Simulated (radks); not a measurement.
Ru, 44 electrons, occupied as [Kr] 4d7 5s1.

Calculated with a radial shooting solver on a logarithmic mesh with Libxc functionals: scalar-relativistic Kohn-Sham, LDA (Slater exchange, VWN5 correlation), spin-polarised, spherical densities, finite nucleus; open shells are filled with parallel spins first (spin-orbit coupling, left out, can overturn this in heavy ions); Fermi nuclear charge, rms radius 4.4809 fm; hard spherical wall at 2 bohr.

Energy parts (eV):
| part | energy |
|---|---|
| total | -122829.182 |
| kinetic | 128548.554 |
| electron-nucleus | -300687.370 |
| Hartree | 52922.747 |
| exchange-correlation | -3613.114 |

Orbitals (lengths in bohr, moments of r in powers of bohr):
orbital  occ.  eigenvalue (eV)   <1/r>
1s up       1        -21830.33   45.82
1s down     1        -21830.00   45.82
2s up       1        -3075.513   10.35
2s down     1        -3074.566   10.35
2p up       3        -2748.274   10.05
2p down     3        -2747.484   10.05
3s up       1        -486.2305   3.570
3s down     1        -485.4057   3.570
3p up       3        -378.8864   3.397
3p down     3        -378.0100   3.398
3d up       5        -205.0143   3.162
3d down     5        -203.9552   3.164
4s up       1         -25.9437   1.340
4s down     1         -22.8567   1.343
4p up       3           4.7234   1.249
4p down     3           7.8626   1.251
4d up       5          53.7154   1.130
4d down     2          56.9135   1.131
4f up       0         106.5538  0.9291
4f down     0         109.7746  0.9312
5s up       1         130.5808   1.252
5s down     0         133.5823   1.252
5p up       0         156.3572   1.283
5p down     0         159.3224   1.282
6s up       0         375.1633   1.439
6s down     0         377.7706   1.439

The highest occupied level is 5s up at 130.58 eV. The configuration is held as typed, so some empty levels lie below it. The density falls to 0.001 e/bohr^3 at r = 1.97 bohr. Summed over all electrons, <r^2> = 24.43 bohr^2, which gives a Langevin (diamagnetic) susceptibility term of -19.4 x 10^-6 cm^3/mol. The pressure on the wall is 16800 GPa. The spin density at the nucleus is 195.5 e/bohr^3 (1s 0.7, 2s -0.9, 3s 0.0, 4s -0.8, 5s 196.4). Spin moment in Bohr magnetons: 4. The electron density at the nucleus is 1.121e+05 e/bohr^3 (large components only).
